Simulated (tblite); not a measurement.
C2H9FSi4.
Geometry (GFN2-xTB, Å), atoms numbered from 1 in this order:
```xyz
16
C2H9FSi4 angstrom
F     -0.8197   -2.9619   -0.0040
Si    -0.2745   -1.5640    0.6239
C     -1.2126   -0.0759   -0.1251
Si    -3.0194    0.4203    0.0068
C     -0.2614    0.5723   -0.8256
Si     1.3607   -0.4094   -0.5930
Si     3.1403    0.7457    0.3245
H     -0.4823   -1.8361    2.0416
H     -3.2517    1.6638   -0.7348
H     -3.8550   -0.6515   -0.5390
H     -3.3343    0.6279    1.4255
H     -0.4550    1.4748   -1.3905
H      1.7552   -1.0361   -1.8779
H      3.9904   -0.1450    1.1203
H      2.7011    1.8217    1.2152
H      4.0107    1.3624   -0.6792
```

Calculated harmonic vibrations of the isolated species, GFN2-xTB (tblite), most abundant isotopes, no scaling. This tight-binding method is rough: wavenumbers can miss measured ones by several per cent, in bad cases by 10 to 20. Modes of hydrogen on silicon can be 10 to 20 % off. The optimisation stopped once no atom felt more than 0.01 eV/Å.

Lowest wavenumbers of the output (negative numbers stand for imaginary wavenumbers):
```
mode    cm-1
  1     -22.4
  2      51.4
  3      68.5
  4      76.4
  5      97.7
  6     120.9
  7     163.5
  8     201.3
  9     323.2
 10     339.8
```

**Question.** Is this structure a minimum?

**Answer.** Not by this Hessian. 1 mode is imaginary beyond 20i (22i cm⁻¹), so at this level the point lies at or near a first-order saddle. The curvature is small, so loose convergence or finite differences may be the whole cause.

**Question.** Which atoms move in the imaginary mode?

**Answer.** 22i: H15 (Si–H hydrogen) 33 %, H14 (Si–H hydrogen) 33 %, H16 (Si–H hydrogen) 33 %. These are shares of the mass-weighted motion.

**Question.** What is the remedy?

**Answer.** Step along that mode in both directions, optimise again with tighter thresholds and repeat the frequencies. The zero-point energy of this point (55.3 kcal/mol) counts the 41 real modes alone, and thermal corrections from it aren't those of a minimum.
